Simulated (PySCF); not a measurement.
Coordinates in bohr (charge -1 multiplicity 1):
```
N     0.0000    0.0000    0.0000
Se    3.4903    0.0000    0.0000
Se   -1.7451    3.0227    0.0000
Se   -1.7452   -3.0227    0.0000
```

Computed with B3LYP/[N def2-SVPD, Se def2-SVPD], no relativity, density fitting, PySCF.

This geometry of NSe₃⁻ is a stationary point at this level.

What is the point group?

D3h.

Is it a minimum?

Yes: all harmonic wavenumbers are real.

What are the dipole moment and the gap between the highest occupied and lowest empty levels?

0.00 D about the centre of mass and 1.54 eV.

Give the ideal-gas entropy at 298.15 K and 1 bar by parts.

translation 177.9, rotation 111.5, vibration 33.2, spin 0.0; total 322.6 J/(mol K).

This need not be the most stable arrangement of these atoms. The lowest empty level of this anion is unbound, so it and the gap depend on the basis.
